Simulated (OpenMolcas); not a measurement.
Sb³⁺: effect of the level shift or regulariser

```json
{
 "Program": "OpenMolcas",
 "Basis": "ANO-RCC-VTZP [7s6p4d2f1g]",
 "Scalar Hamiltonian": "DKH2, point nucleus",
 "Active space": "2 electrons in 4 orbitals (5s 5p)",
 "State averaging": "2S+1 = 3 even, 3 roots; 2S+1 = 1 even, 7 roots; 2S+1 = 3 odd, 3 roots; 2S+1 = 1 odd, 3 roots",
 "Spin-orbit coupling": "RASSI with atomic mean-field integrals over the reference wave functions, term energies averaged over their components"
}
```

Methods on the same reference wave functions:
A. CASSCF
B. MS-CASPT2, IPEA 0.25 Eh, imaginary shift 0.1 Eh (closed shells correlated: 4d)
C. MS-CASPT2, IPEA 0.25 Eh, real shift 0.2 Eh (closed shells correlated: 4d)

Energies in cm⁻¹ above 5s² ¹S₀, the measured ground level; measured values from Moore, Atomic Energy Levels, vol. III, NSRDS-NBS 35 (1971 reprint of NBS Circular 467, 1958).

```csv
Level,A,B,C,Measured
5s² ¹S₀,0.0,0.0,0.0,0.0
5s 5p ³P°₀,60094,65250,65180,
5s 5p ³P°₁,62284,67330,67270,66700
5s 5p ³P°₂,67352,72510,72440,72560
5s 5p ¹P°₁,102823,95330,95370,95952
5p² ³P₀,150084,153670,153620,152076
5p² ³P₁,153490,157450,157390,156388
5p² ¹S₀,189030,183970,183960,
```

Deviations, from unrounded energies. A percentage is the sum of absolute deviations over the sum of measured energies, with the sign that they share, or ± where signs differ.

| Against measurement | Levels | A | B | C |
| --- | --- | --- | --- | --- |
| mean absolute deviation (cm-1) | 5 | 4300 | 790 | 760 |
| other configurations (%) | 5 | ±3.9 | ±0.7 | ±0.7 |

B, C lie about equally close to measurement and A furthest from it. The largest miss of C in the table is 5p² ³P₀, by +1500 cm-1. The ranking rests on the paired levels alone, and a cruder setting can come out closer through cancelling errors.

Between B and C the level of the table that moves most is 5s 5p ³P°₀, by 65 cm-1 (lowest in C, highest in B). Moves below CASPT2's spread within the term are not significant.

The lowest spin-free term lies below A's lowest term by 0.418 hartree in B, 0.417 hartree in C.

Over all roots computed the reference weight is 0.89 to 0.95 in B; the roots of lowest weight are the least certain, and an intruder state may touch them. The ¹D term of p² mixes with s d, which this space lacks. Measured partners are found by configuration, term and J. A level has none where our copy of the source lacks it or the pairing is in doubt (some pairs that miss far off the trend of their configuration count as doubtful), and it then counts in no deviation. Levels of configurations outside the active space are missing. The table leaves out levels that lie high or whose names do not pair safely across all columns.

° marks odd parity.
